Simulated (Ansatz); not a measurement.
## FH2OSSi−: structure from calculated spectroscopic constants

These gas-phase data were calculated for one isomer of FH2OSSi− at PBE0-D3(BJ)/def2-SVPD (harmonic, unscaled wavenumbers; equilibrium rotational constants with average atomic masses):

```
rotational constants            : 6.44, 3.349, 2.394 GHz
all wavenumbers above 1500 cm⁻¹ : 2730, 2143
```

Candidates:

(1) `O[Si@H](F)[S-]`, a singlet
(2) `[O-][Si@H](F)S`, a singlet

Q: Assign the data to one candidate and say why.

A: Candidate (2). No mode falls between 3300 and 4000 cm⁻¹, where the O–H stretch of (1) would stand.

The same quantities for all candidates:

```tsv
	rotational constants (GHz)	wavenumbers above 1500 cm⁻¹	E above the lowest, PBE0-D3(BJ)/def2-SVPD (kcal/mol)
(1)	6.859, 3.346, 2.469	3903, 2178	0.0
(2)	6.44, 3.349, 2.394	2730, 2143	21.2
```

Harmonic stretches to hydrogen usually lie a few per cent above observed fundamentals. Each candidate is one conformer. Programs: Ansatz 0.2.0.
